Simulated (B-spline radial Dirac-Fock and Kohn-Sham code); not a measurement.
## How the settings move the core levels of C⁴⁺

ΔSCF core binding energies without Breit or QED terms, calculated with an atomic code on a B-spline grid. Keys: rel is the Hamiltonian (dirac, or spin-free x2c and nr, where L3 and M5 stand for the whole 2p and 3d shells), method is hf or an exchange,correlation pair (spin-unpolarised, also for the hole states), nuc the nuclear model, radius_factor scales its radius, rmax is the box in bohr, h the logarithmic mesh step, order the B-spline order, points the quadrature points per cell, c_factor scales the speed of light, and damp, ndamp, maxit and tol steer the iteration. The run stops when the commutator error falls below 10·tol·max(1, Z/10), or the numerical noise floor, and the energy has settled to about 1e-8 Ha; the virial ratio is −V/T.

Base input:

```json
{"items": [{"Z": 6, "q": 4, "cfg": [[1, 0, 2]], "A": 12, "rrms": 2.4702, "do": "settings", "holes": ["K", "L3", "M5"],
  "settings": [{"rel": "dirac", "method": "hf", "nuc": "fermi", "radius_factor": 1.0, "rmax": 45.0, "h": 0.3, "order": 8, "points": 10, "c_factor": 1.0, "maxit": 60, "damp": 0.5, "ndamp": 3, "tol": 1e-08}]}]}
```

The ground state converged in 7 iterations, with total energy -32.37599 Ha, virial ratio 1.99909 and highest orbital energy -392.47 eV. ΔSCF binding energies: K (1s) 391.0 eV. Holes are computed only in closed shells, and unreliable hole states are left out.

Changes from the base run:

```
                               changed setting  Δ total energy (Ha)  Δ K (eV)  iterations
                                   rmax = 30.0              0.00000      0.00           7
                                       h = 0.5             +0.00007      0.00           7
                                c_factor = 2.0             +0.01110     -0.13           7
                                   tol = 1e-06              0.00000      0.00           7
                                nuc = "sphere"              0.00000      0.00           7
           nuc = "sphere"; h = 0.5; damp = 0.2                    ?         ?           ?
radius_factor = 0.8; order = 7; c_factor = 2.0             +0.01110     -0.13           7
```

Q: What does the change nuc = "sphere"; h = 0.5; damp = 0.2 do?

A: The total energy moves by +0.00007 Ha and the binding energies by K 0.00 eV; the run takes 7 iterations.
